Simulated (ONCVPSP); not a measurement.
**iron: one change to an ONCV potential, before and after**

* Element: iron
* Generator: ONCVPSP 4.0.1
* Type: optimised norm-conserving Vanderbilt (ONCV)
* Functional: PBE
* Relativity: scalar-relativistic
* Frozen core: [Ne] 3s2
* Valence charge: 14
* Reference configuration: 3p6 3d6 4s2
* Partial waves: 4s: rc 2.35 bohr, ncon 5, nbas 10, qcut 2.3 1/bohr, 3 projectors, debl 0.6 Ha; 3p: rc 1.35 bohr, ncon 4, nbas 7, qcut 9.1 1/bohr, 1 projector; 3d: rc 1.55 bohr, ncon 4, nbas 8, qcut 12.4 1/bohr, 2 projectors, debl 3.8 Ha
* Local potential: polynomial inside 1.15 bohr (lpopt 5, dvloc0 0 Ha)
* Core correction: Teter function, fcfact 2.25, rcfact 1.55

All-electron outer shells of the reference configuration (PBE, scalar-relativistic, ld1.x):

| shell | level (eV) | outermost node (bohr) | outermost maximum (bohr) |
| --- | --- | --- | --- |
| 3s | -94.02 | 0.33 | 0.70 |
| 3p | -60.04 | 0.30 | 0.72 |
| 3d | -7.50 | – | 0.71 |
| 4s | -5.29 | 1.00 | 2.41 |

Change: local potential polynomial inside 1.15 bohr (lpopt 5, dvloc0 8 Ha).

Cutoffs: the cutoffs (Ha) at which the residual kinetic energy of the hardest occupied pseudo-wave falls to 1 and 0.1 mHa per electron; they do not see the model core or the augmentation charge, which bear on the density cutoff. Errors are all-electron minus pseudo energies relative to the spin-unpolarised reference configuration.

Problem. Predict the effect on cutoff, ghosts and configuration errors.

Solution. The potential gets neither clearly harder nor softer (50 Ha and 57 Ha → 50 Ha and 57 Ha); both files keep a bound ghost (s); the lowest positive-energy flag moves from s at 17.6 eV to s at 91.9 eV; of the 4 tests that both files solve, the error grows in 1 and shrinks in 0 by more than 15 % and 0.3 meV (median size 8.5 → 30.0 meV); the range in which the p phases agree narrows (upper end 2.4 → 1.2).

| quantity | base | changed |
| --- | --- | --- |
| cutoff, loose | 50 Ha | 50 Ha |
| cutoff, tight | 57 Ha | 57 Ha |
| bound ghosts | s | s |
| GHOST(+) flags under 300 eV | s at 17.6 eV | s at 91.9 eV |
| error for 3p6 3d6 4s1, meV [ΔE 8.73 eV] | -3.3 | -3.5 |
| error for 3p6 3d6 4s0, meV [ΔE 24.93 eV] | -14 | -14 |
| error for 3p6 3d5 4s0, meV [ΔE 59.16 eV] | +78 | +76 |
| error for 3p6 3d6 4s1 4p1, meV [ΔE 4.11 eV] | +0.9 | -46 |
| s: phases at 2.39 bohr within 0.05 rad from the reference energy up to (Ha; the scan ends near 5) | 2.9 | 2.6 |
| p: phases at 1.37 bohr within 0.05 rad from the reference energy up to (Ha; the scan ends near 5) | 2.4 | 1.2 |
| d: phases at 1.57 bohr within 0.05 rad from the reference energy up to (Ha; the scan ends near 5) | to the end of the scan | to the end of the scan |
| rms error of d²Exc/dni dnj with the model core, mHa | 2.38 | 2.38 |

 A true bound ghost makes a file unfit for plane-wave use even where its test errors are small: the radial tests pick states by their node count and pass the ghost by.
